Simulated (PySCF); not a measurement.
Compound: bis(acetamide)dichloroaluminium cation [AlCl2L2]+, C4H10AlCl2N2O2 (charge +1).
Numbering: `[CH3:1]/[C:2]([NH2:3])=[O+:4]/[Al-:5]([Cl:6])([Cl:7])/[O+:8]=[C:9](/[CH3:10])[NH2:11]` (hydrogens: H12, H13, H14 on C1; H15, H16 on N3; H17, H18, H19 on C10; H20, H21 on N11)

Cartesian coordinates in Å at the PBE0-D3(BJ)/def2-SVP level; atoms count from 1:
```xyz
21
C4H10AlCl2N2O2 angstrom
C     -3.1112    0.3088   -1.7713
C     -2.5351    0.0178   -0.4346
N     -3.2759    0.1003    0.6458
O     -1.3118   -0.3146   -0.3741
Al    -0.1020   -0.9528    0.8069
Cl    -0.9163   -0.7326    2.7455
Cl     0.5181   -2.8807    0.1999
O      1.3001    0.1635    0.5769
C      2.5465    0.1320    0.3376
C      3.2907    1.4164    0.3545
N      3.1682   -0.9963    0.0866
H     -3.0136   -0.5938   -2.3936
H     -2.5087    1.0946   -2.2500
H     -4.1620    0.6178   -1.7296
H     -4.2538    0.3601    0.5905
H     -2.8655   -0.1037    1.5620
H      2.8025    2.1136   -0.3419
H      3.2040    1.8544    1.3605
H      4.3485    1.3043    0.0901
H      4.1635   -1.0132   -0.1029
H      2.6417   -1.8750    0.0651
```

Method used: TDDFT CAM-B3LYP/def2-SVPD, vertical, gas phase, core orbitals frozen in the response in PySCF.

Computed states:

| state | E (eV) | f |
| --- | --- | --- |
| S1 | 6.83 | 0.0010 |
| S2 | 6.84 | 0.0019 |
| S3 | 7.46 | 0.031 |
| S4 | 7.54 | 0.012 |
| S5 | 7.65 | 0.0062 |
| S6 | 7.70 | 0.340 |
| S7 | 7.82 | 0.0095 |
| S8 | 7.84 | 0.0058 |
| S9 | 8.02 | 0.0027 |

Each state is given a Gaussian of 0.3 eV full width at half maximum, with ε(max) = 2.175×10⁸ f / Δν̃ (Δν̃ the width in cm⁻¹). The width is an assumption, not a result. The curve ends short of the highest state used, and states not computed would add to its high-energy end.

(1) What does the envelope look like, and where are its maxima?

(2) Coming from long wavelengths, where does ε first pass 100 L mol⁻¹ cm⁻¹?

(3) On this curve, what absorbance would a 10⁻⁴ mol/L sample give at 193 nm over a 1 cm path?

Results:

(1) 
```
λ (nm)  ε (L mol⁻¹ cm⁻¹)
 167.0              6626
 167.5              5300
 168.0              4213
 168.5              3325
 169.0              2600
 169.5              2011
 170.0              1535
 170.5              1154
 171.0               854
 171.5               621
 172.0               443
 172.5               312
 173.0               218
 173.5               153
 174.0               110
 174.5                85
 175.0                73
 175.5                72
 176.0                78
 176.5                90
 177.0               108
 177.5               128
 177.9               145
 178.4               168
 178.9               191
 179.4               211
 179.9               229
 180.4               242
 180.9               250
 181.4               253
 181.9               251
 182.4               243
 182.9               231
 183.4               215
 183.9               196
 184.4               175
 184.9               153
 185.4               131
 185.9               110
 186.4                91
 186.9                74
 187.4                59
 187.9                46
 188.4                35
 188.9                27
 189.4                20
 189.9                15
 190.3                11
 190.8                 8
 191.3                 6
 191.8                 4
 192.3                 3
 192.8                 2
 193.3                 1
 193.8                 1
 194.3                 0
```

Maxima: 181 nm (6.83 eV), ε about 250, made up of S1 (34%) and S2 (66%) (ε in L mol⁻¹ cm⁻¹; maxima over ε = 5, shares over 10%). At its high-energy end, 7.42 eV, the curve is still rising (ε about 6400, from S3, S4 and S6).

(2) At about 186 nm (6.66 eV), 0.17 eV below S1.

(3) 193 nm is 6.424 eV, where ε is about 1.4 L mol⁻¹ cm⁻¹, so A = ε c l ≈ 0.00014 (Beer–Lambert, with the gas-phase spectrum and the assumed width).

One conformer stands for the species.
